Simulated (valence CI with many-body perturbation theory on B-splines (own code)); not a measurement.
Values are calculated unless marked as measured or tabulated.
**Sensitivity of CI+MBPT for In XXXVII**

Level of theory: configuration interaction combined with many-body perturbation theory (CI+MBPT): three valence electrons over a frozen Dirac-Fock core [Ne], a basis of 6 s, 6 p, 5 d, 3 f, 1 g functions for each j, with the one-electron correlation potential Σ1, the two-electron term Σ2, the three-electron term Σ3, Breit, model QED; selected CI, second order for the rest, scaled by the run's own slope (own B-spline code, finite nucleus).

The last digits are not significant, and no measured levels were compared; by estimate large intervals hold to a few tenths of a per cent, small ones and those within an open d or f shell to about a per cent.

The reference run has the lowest level (3s^2 3p1/2) J=1/2 and an ionisation energy of 2396.54 eV. Its largest variational space holds 2878 state functions.

Levels are named by their leading jj configuration (3d3/2^4 stands for four electrons in 3d with j = 3/2), which in mixed levels can hold well under half, so a name can repeat and another be missing. Letters in brackets count levels of one name in rising energy.

Reference levels: (3s^2 3p3/2) J=3/2 422414, (3s 3p1/2^2) J=1/2 698945, (3s 3p1/2 3p3/2) J=3/2 [a] 1007680, (3s 3p1/2 3p3/2) J=5/2 1083930, (3s 3p1/2 3p3/2) J=3/2 [b] 1194950, (3s 3p1/2 3p3/2) J=1/2 1263470, (3s 3p3/2^2) J=5/2 1447650, (3s^2 3d3/2) J=3/2 1522090, (3s^2 3d5/2) J=5/2 1653860, (3s 3p3/2^2) J=1/2 1689190, (3s 3p3/2^2) J=3/2 1728790, (3p1/2^2 3p3/2) J=3/2 1922170 cm⁻¹.

Problem. Rank these changes by the mean size of the shift of these levels, smallest first.
A. highest l with Σ1, explicit Σ2 and valence Breit (higher l get mean screening factors) 3 → 0
B. correlating orbitals by l 3 3 3 2 1 → 0 0 0 0 0
C. scale of Σ1 1 → 1.1

Solution. C (110 cm⁻¹), B (1100 cm⁻¹), A (2700 cm⁻¹).
